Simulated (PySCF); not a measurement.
## Basis and Hamiltonian dependence of the excitation energy of La²⁺

La²⁺ [Xe] 5d1 (2D) → La²⁺ [Xe] 6p1 (2P). Calculated with PySCF 2.14 from differences of total energies of unrestricted determinants, without spin-orbit coupling. Values in eV.

```json
{"basis": "def2-TZVPPD with the def2 core potential (46 electrons)", "Hamiltonian": "ECP", "functions": "59", "UHF": "5.206", "LDA": "5.178", "PBE0": "5.351", "MP2 (valence)": "5.274", "CCSD(T) (valence)": "5.340"}
{"basis": "x2c-TZVPPall", "Hamiltonian": "spin-free X2C", "functions": "97", "UHF": "4.998", "LDA": "5.095", "PBE0": "5.231", "MP2 (valence)": "5.073", "CCSD(T) (valence)": "5.153"}
{"basis": "ANO-RCC-VTZP", "Hamiltonian": "spin-free X2C", "functions": "104", "UHF": "5.069", "LDA": "5.141", "PBE0": "5.293", "MP2 (valence)": "5.260", "CCSD(T) (valence)": "5.348"}
{"basis": "x2c-QZVPPall", "Hamiltonian": "spin-free X2C", "functions": "151", "UHF": "5.040", "LDA": "5.135", "PBE0": "5.258", "MP2 (valence)": "5.197", "CCSD(T) (valence)": "n/a"}
```

Frozen in the all-electron rows: valence: [Kr] 4d10; with a core potential, the same shells as far as they lie outside it.
